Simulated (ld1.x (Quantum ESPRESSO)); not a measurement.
## Sn, TM: configuration errors across variants

```json
{"Element": "tin (Sn)", "Generator": "ld1.x (Quantum ESPRESSO) 7.5", "Type": "norm-conserving Troullier–Martins (Kleinman–Bylander form)", "Functional": "LDA (PZ)", "Relativity": "scalar-relativistic", "Frozen core": "[Kr]", "Valence charge": "14", "Reference configuration": "4d10 5s2 5p2", "Partial waves": "5s (bound): rc 1.50 bohr; 5p (bound): rc 1.85 bohr; 4d (bound): rc 1.60 bohr", "Local potential": "all-electron potential smoothed inside 1.25 bohr (lloc = -2)", "Core correction": "a·sin(br)/r model core, default radius (core density twice the valence density)"}
```

All-electron excitation energies from the reference (eV): (1) 4d10 5s2 5p1 7.098; (2) 4d10 5s2 5p0 21.362; (3) 4d10 5s1 5p0 52.813; (4) 4d9 5s2 5p2 32.767; (5) 4d10 5s1 5p3 7.075; (6) 4d10 5s0 5p4 14.400; (7) 4d10 5s0 5p0 94.372; (8) 4d10 5s2 5p2 spin -0.475; (9) 4d10 5s2 5p1 spin 6.945.

Spin tests fill each open shell by Hund’s rule, majority spin first.

A true bound ghost makes a file unfit for plane-wave use even where its test errors are small: the radial tests pick states by their node count and pass the ghost by.

Errors AE − PS in meV (a dash: test not solved or not reliable):

```tsv
change	(1)	(2)	(3)	(4)	(5)	(6)	(7)	(8)	(9)	bound ghosts
base	+1.6	-14	-36	+229	+2.5	+21	-50	+0.9	-0.1	s
wave 4d (bound): rc 1.60 bohr becomes 4d (bound): rc 1.06 bohr	+1.6	-14	-36	+219	+2.6	+22	-51	+0.9	-0.1	s
wave 4d (bound): rc 1.60 bohr becomes 4d (bound): rc 1.22 bohr	+1.6	-14	-36	+220	+2.6	+22	-51	+0.9	-0.1	s
wave 4d (bound): rc 1.60 bohr becomes 4d (bound): rc 1.38 bohr	+1.6	-14	-36	+221	+2.5	+22	-51	+0.9	-0.1	s
wave 4d (bound): rc 1.60 bohr becomes 4d (bound): rc 1.56 bohr	+1.6	-14	-36	+227	+2.5	+21	-50	+1.0	-0.1	s
wave 4d (bound): rc 1.60 bohr becomes 4d (bound): rc 1.70 bohr	+1.6	-14	-36	+239	+2.4	+21	-50	+0.9	-0.1	s
wave 4d (bound): rc 1.60 bohr becomes 4d (bound): rc 1.86 bohr	+1.7	-14	-36	+255	+2.5	+21	-50	+0.9	0.0	s
wave 4d (bound): rc 1.60 bohr becomes 4d (bound): rc 2.28 bohr	+1.7	-14	-39	+347	+1.9	+19	-64	+0.3	-0.2	s
wave 4d (bound): rc 1.60 bohr becomes 4d (bound): rc 2.38 bohr	+1.7	-14	-42	+386	+1.5	+18	-76	-0.1	-0.4	s
```

(1) Give the same row for: wave 4d (bound): rc 1.60 bohr becomes 4d (bound): rc 2.08 bohr.

Answers

(1) +1.7, -14, -36, +302, +2.1, +20, -55, +0.6, -0.1; bound ghosts: s.
